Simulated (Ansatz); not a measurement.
These are frozen-core CCSD(T)/cc-pVTZ // r2SCAN-D4/def2-TZVP in Ansatz (a first-principles code) values and carry that method's errors.

Ansatz 0.2 input:
```yaml
crystal:
  periodic: [false, false, false]
  atoms:
    - { symbol: Si, position_ang: [-0.78928, 2.270683, 0.507831] }
    - { symbol: Al, position_ang: [0.022022, -0.030997, 0.194173] }
    - { symbol: Si, position_ang: [2.383897, -0.419578, -0.370437] }
    - { symbol: Si, position_ang: [-1.575545, -1.876714, 0.495386] }
    - { symbol: H, position_ang: [-1.678382, 2.640544, -0.632624] }
    - { symbol: H, position_ang: [-1.607373, 2.39264, 1.748644] }
    - { symbol: H, position_ang: [0.290197, 3.294629, 0.577861] }
    - { symbol: H, position_ang: [2.75436, -1.854753, -0.515602] }
    - { symbol: H, position_ang: [2.717781, 0.261083, -1.655746] }
    - { symbol: H, position_ang: [3.271436, 0.171927, 0.672389] }
    - { symbol: H, position_ang: [-2.959455, -1.514186, 0.076314] }
    - { symbol: H, position_ang: [-1.636794, -2.211899, 1.949603] }
    - { symbol: H, position_ang: [-1.192854, -3.123374, -0.225167] }
basis:
  gaussian: { orbitals: cc-pVTZ }
correlation:
  method: ccsd_t
```

Output:

```
Functional definition: HF
1504 factors; integrals over basis functions are off by at most 8.8e-4 eV
mean field evaluation 1: about -30310.4633 eV, gradient 1.8e1 eV
mean field evaluation 2: about -30310.6739 eV, gradient 1.8e1 eV
mean field evaluation 4: about -30313.0054 eV, gradient 1.6e0 eV
mean field evaluation 8: about -30313.0151 eV, gradient 3.0e-1 eV
mean field evaluation 16: about -30310.4633 eV, gradient 1.8e1 eV
mean field -30313.01593644 eV, -1113.9827887641 hartree, gradient 3.4e-6 eV, S^2 0.000000; 0 other end points of the search recorded, 0 dependent functions left out
20 core orbitals not correlated
reference -30313.01593644 eV, -1113.9827887641 hartree; 12, 12 occupied and 230, 230 virtual orbitals, 1504 factors
second order -12.50768736 eV of doubles, -0.00000000 eV of singles
cycle   1  -14.19785028 eV  change    -1.7e0 eV  update   1.0e-1
cycle   2  -14.81234616 eV  change   -6.1e-1 eV  update   3.5e-2
cycle   3  -14.85102341 eV  change   -3.9e-2 eV  update   1.1e-2
cycle   4  -14.84466744 eV  change    6.4e-3 eV  update   3.9e-3
cycle   5  -14.84257950 eV  change    2.1e-3 eV  update   1.2e-3
cycle   6  -14.84232222 eV  change    2.6e-4 eV  update   4.0e-4
cycle   7  -14.84238035 eV  change   -5.8e-5 eV  update   1.2e-4
cycle   8  -14.84242069 eV  change   -4.0e-5 eV  update   4.7e-5
cycle   9  -14.84241950 eV  change    1.2e-6 eV  update   1.8e-5
perturbative correction -0.50985510 eV, -0.0187368293 hartree
Total energy: -30328.36821104 eV, -1114.5469744494 hartree
```

Cost: about 4 core-minutes (a rough figure).
